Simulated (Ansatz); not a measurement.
Start from `O[Si](O)(F)O[SiH3]` and change one atom or group to get `C=C[Si](O)(O)O[SiH3]`.

Ansatz, PBE0-D4/def2-TZVP geometries, multiplicity 1. Each molecule was computed in one conformer, which needn't be the lowest.

| property | `O[Si](O)(F)O[SiH3]` |
| --- | --- |
| size of the dipole moment (ωB97M-V/def2-TZVPP) / D | 1.28 |
| HOMO energy (B3LYP/def2-TZVPP) / eV | -8.81 |
| HOMO–LUMO gap (PBE/def2-TZVPP) / eV | 6.64 |
| LUMO energy (PBE/def2-TZVPP) / eV | -0.88 |
| HOMO–LUMO gap (ωB97M-V/def2-TZVPP) / eV | 12.92 |
| HOMO energy (PBE0/def2-TZVPP) / eV | -9.03 |

(1) What does the change do to each property? (An estimate is asked.)

Results:

(1) Computed: 
```csv
property,`C=C[Si](O)(O)O[SiH3]`,shift
size of the dipole moment (ωB97M-V/def2-TZVPP) / D,1.26,-0.02
HOMO energy (B3LYP/def2-TZVPP) / eV,-7.79,1.02
HOMO–LUMO gap (PBE/def2-TZVPP) / eV,5.43,-1.21
LUMO energy (PBE/def2-TZVPP) / eV,-1.45,-0.57
HOMO–LUMO gap (ωB97M-V/def2-TZVPP) / eV,11.93,-0.99
HOMO energy (PBE0/def2-TZVPP) / eV,-8.05,0.98
```

With PBE0 the HOMO rises by 0.98 eV and the LUMO falls by 0.43 eV, so the gap narrows by about 1.41 eV. PBE moves the HOMO by 0.63 eV and ωB97M-V by 1.02 eV. Dipoles are sizes alone; their direction can turn.

B3LYP here is the variant with VWN-RPA as its local correlation; programs differ in this.
